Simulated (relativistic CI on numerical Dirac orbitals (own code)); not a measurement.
## Sensitivity of the levels of Hg XLVII to α and to the nuclear radius

Method of calculation: Dirac-Coulomb-Breit CI, orbitals from a KLI potential per configuration, derivatives by finite differences, unscaled Slater integrals, QED left out (own radial code, finite nucleus).

Configuration list (outside the closed core [Ar] 3d10): 4s2.4p4, 4s.4p5, 4s2.4p3.4d, 4p6, 4s.4p4.4d, 4s2.4p3.4f, 4s.4p4.4f. Double excitations out of closed p, d and f shells are left out; levels of such configurations are missing from the list, as are those of other unlisted configurations, and high levels can miss mixing partners.

With x = (α/α₀)² − 1 an excitation energy changes as ω = ω₀ + qx; K = 2q/ω₀ is the relative enhancement. Terms are leading LS components, so labels can repeat. The field-shift factor is F = δν/δ⟨r²⟩ for the transition from the lowest level.

Lowest level 4s2.4p4 3P_2.

```
           Level  ω₀ (cm⁻¹)   q (cm⁻¹)       K  F (GHz/fm²)
    4s2.4p4 1S_0      91721       3911  0.0853       -0.564
    4s2.4p4 3P_1    1136854  1.459e+06    2.57         -313
    4s2.4p4 1D_2    1178585  1.456e+06    2.47         -313
4s2.4p3.4d 3D°_2    1422889      72050   0.101         17.9
4s2.4p3.4d 3P°_0    1453295      71820  0.0988         28.2
4s2.4p3.4d 3D°_1    1455540      91150   0.125        -23.9
4s2.4p3.4d 3F°_3    1459196      76370   0.105         27.1
4s2.4p3.4d 3F°_4    1679393     320000   0.381         34.5
4s2.4p3.4d 3D°_2    1707666     399100   0.467         -184
4s2.4p3.4d 3D°_3    1819217     344100   0.378         27.5
4s2.4p3.4d 3D°_1    1853884     363400   0.392        -36.5
    4s.4p5 3P°_2    2128429  1.572e+06    1.48        -3520
    4s.4p5 1P°_1    2243226  1.602e+06    1.43        -3360
    4s2.4p4 3P_0    2352044  2.914e+06    2.48         -648
4s2.4p3.4d 3F°_2    2519119  1.523e+06    1.21         -283
4s2.4p3.4d 3D°_1    2521496   1.53e+06    1.21         -364
4s2.4p3.4d 5D°_0    2525901  1.536e+06    1.22         -320
4s2.4p3.4d 3F°_3    2554427  1.527e+06     1.2         -283
4s2.4p3.4d 3G°_4    2593032   1.52e+06    1.17         -284
4s2.4p3.4d 3F°_2    2647626  1.528e+06    1.15         -295
4s2.4p3.4d 3D°_3    2737588  1.556e+06    1.14         -272
4s2.4p3.4d 3P°_2    2754205  1.531e+06    1.11         -460
4s2.4p3.4d 5D°_4    2763713  1.771e+06    1.28         -274
```

At this charge energies of transitions that change n are usually good to better than 1 %, and those within a shell (Δn = 0) to a few per cent.
